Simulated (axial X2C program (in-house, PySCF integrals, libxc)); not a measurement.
Which molecule has these constants?

Calculated with an in-house all-electron X2C program for linear molecules (integrals from PySCF), spin-free (one-electron X2C) or two-component (2c: spin–orbit coupling with atomic mean-field Coulomb and Gaunt terms, which also bring small scalar terms), in Dyall basis sets with cores contracted in-house; open shells are unrestricted.

A two-component PBE0 calculation in a Dyall 3-zeta basis gave Re = 2.209 Å, ωe = 351.4 cm⁻¹, De = 2.05 eV, dipole magnitude 4.13 D, Ω = 3/2.

**Question.** Which molecule is it?
A. KP
B. CrP
C. GeP
D. VP
E. NiP

**Answer.** B. The others have GeP 2.144 Å and 490.9 cm⁻¹ (Ω = 3/2); VP 2.153 Å and 384.0 cm⁻¹ (Ω = 1); NiP 2.093 Å and 409.5 cm⁻¹ (Ω = 7/2); KP 3.016 Å and 214.4 cm⁻¹ (Ω = 1).

Each entry is the lowest single determinant of a limited PBE0 search at one distance. De goes to single-determinant-based atoms at the same level (for ions the charge split of lowest energy) and is withheld (n/a) where an atom does not fit its ground term or J level. Main or longest-lived isotopes. One determinant is a doubtful description, or other states lie close, for CrP, GeP, VP, NiP, KP; these need not be ground states, and all values refer to the states named. Some open-shell Ω = 0 determinants are out of reach, so the Ω given for KP need not be the lowest component. With several unpaired electrons the Ω given is that of one determinant, not necessarily of the lowest component. The functionals have no current term, which raises determinants with orbital currents.
